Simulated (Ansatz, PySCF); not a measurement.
C2H5BBrF, SMILES CCB(F)Br. Atoms are numbered in the order given.

```xyz
10

B      0.2922    -0.4722     0.0000
F      1.5773    -0.7666     0.0000
Br    -0.1577     1.3996     0.0000
C     -0.8120    -1.5754     0.0000
C     -0.3070    -3.0133     0.0000
H     -1.4672    -1.3772    -0.8684
H     -1.4672    -1.3772     0.8684
H      0.3127    -3.2231     0.8849
H      0.3127    -3.2231    -0.8849
H     -1.1390    -3.7331     0.0000
```
Charge 0, spin multiplicity 1.

The structure is a stationary point at PBE0-D3(BJ)/def2-SVP. The structure was generated by enumeration, and PubChem lists no compound with its InChIKey, so it may never have been made. Other conformers were not sampled.

Two levels are set side by side: PBE-D3(BJ)/def2-SVP (Ansatz, a quantum-chemistry and plane-wave program) and PBE0-D3(BJ)/def2-SVP (Ansatz). Each level has its own optimised geometry; the coordinates shown are those of the second. Frequencies come from the Hessian of PySCF at each geometry. Differences are taken from unrounded values.

| quantity | PBE0-D3(BJ) |
|---|---|
| mean bond length (Å) | 1.316 |
| bond B1–F2 (Å) | 1.318 |
| bond B1–Br3 (Å) | 1.925 |
| bond B1–C4 (Å) | 1.561 |
| bond C4–C5 (Å) | 1.524 |
| bond C4–H6 (Å) | 1.106 |
| bond C4–H7 (Å) | 1.106 |
| bond C5–H8 (Å) | 1.101 |
| bond C5–H9 (Å) | 1.101 |
| bond C5–H10 (Å) | 1.100 |
| highest harmonic wavenumber (cm⁻¹) | 3156 |
| mean harmonic wavenumber (cm⁻¹) | 1334 |
| zero-point energy (kcal/mol) | 45.78 |

Problem. What does PBE-D3(BJ) give, and how far is it from PBE0-D3(BJ)? (The exact figures need the calculation; the answer reports its results.)

Solution. 
```csv
quantity,PBE-D3(BJ),PBE-D3(BJ) minus PBE0-D3(BJ)
mean bond length (Å),1.325,0.009
bond B1–F2 (Å),1.331,0.012
bond B1–Br3 (Å),1.938,0.013
bond B1–C4 (Å),1.568,0.007
bond C4–C5 (Å),1.533,0.009
bond C4–H6 (Å),1.114,0.009
bond C4–H7 (Å),1.114,0.009
bond C5–H8 (Å),1.109,0.008
bond C5–H9 (Å),1.109,0.008
bond C5–H10 (Å),1.108,0.008
highest harmonic wavenumber (cm⁻¹),3065,-91
mean harmonic wavenumber (cm⁻¹),1292,-42
zero-point energy (kcal/mol),44.34,-1.44
```

Exact exchange shortens and stiffens bonds; PBE has none. Differences between two approximate levels are no errors against the true value.
